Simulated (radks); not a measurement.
Yb27+, 43 electrons, occupied as [Kr] 4d7. All-electron calculation, scalar-relativistic Kohn-Sham, MS2 meta-GGA, spin-polarised, spherical densities, finite nucleus; open shells are filled with parallel spins first (spin-orbit coupling, left out, can overturn this in heavy ions); meta-GGA in the generalised Kohn-Sham scheme; Fermi nuclear charge, rms radius 5.3108 fm. Program: a radial shooting solver on a logarithmic mesh with Libxc functionals.

Local quantities along the radius. ELF = 1/(1 + alpha^2) is the electron localisation function; alpha = (tau - tau_W)/tau_unif compares the Pauli kinetic energy density with that of the uniform gas (summed over spins); s = |grad rho|/(2 (3 pi^2)^(1/3) rho^(4/3)) is the reduced gradient. tau is taken from the large components.

r (bohr),ELF,alpha,s
0.0007179,0.999,0.02314,1.039
0.0009127,0.999,0.02349,0.9081
0.00117,0.999,0.02429,0.8013
0.001487,0.999,0.02559,0.7214
0.001905,0.999,0.02771,0.6592
0.002422,0.999,0.03082,0.6159
0.003104,0.999,0.03569,0.5864
0.003946,0.998,0.04297,0.5715
0.005056,0.997,0.05496,0.5696
0.006428,0.995,0.07434,0.5810
0.008237,0.988,0.1100,0.6070
0.01047,0.970,0.1754,0.6454
0.01342,0.911,0.3126,0.6932
0.01706,0.747,0.5824,0.7245
0.02186,0.472,1.057,0.6821
0.02779,0.332,1.419,0.5156
0.03561,0.413,1.193,0.3253
0.04527,0.626,0.7731,0.2833
0.05801,0.743,0.5885,0.3616
0.07375,0.661,0.7169,0.4661
0.0945,0.404,1.215,0.4587
0.1201,0.376,1.288,0.2678
0.1527,0.633,0.7614,0.2367
0.1957,0.752,0.5738,0.4210
0.2488,0.495,1.010,0.6499
0.3188,0.213,1.920,0.4021
0.4053,0.621,0.7807,0.2298
0.5194,0.809,0.4853,0.5525
0.6603,0.661,0.7157,1.181
0.8461,0.197,2.018,2.852
1.076,0.009,10.23,8.473
1.378,0.000,116.3,37.00

On this mesh the ELF has minima near r = 0.028, 0.11, 0.32 bohr, which separate the shells, and maxima near 0.058 (0.74), 0.20 (0.75), 0.52 (0.81).

Self-consistent cycle (total energy in hartree, residual of the potential): 1: -13615.00296, 7e+01; 2: -13675.09632, 5e+01; 3: -13715.38165, 1e+00; 4: -13715.49977, 4e-01; 5: -13715.49374, 2e-02; 6: -13715.49522, 5e-03; 7: -13715.49570, 3e-04; 8: -13715.49571, 2e-05; 9: -13715.49571, 9e-06; 10: -13715.49571, 5e-06.
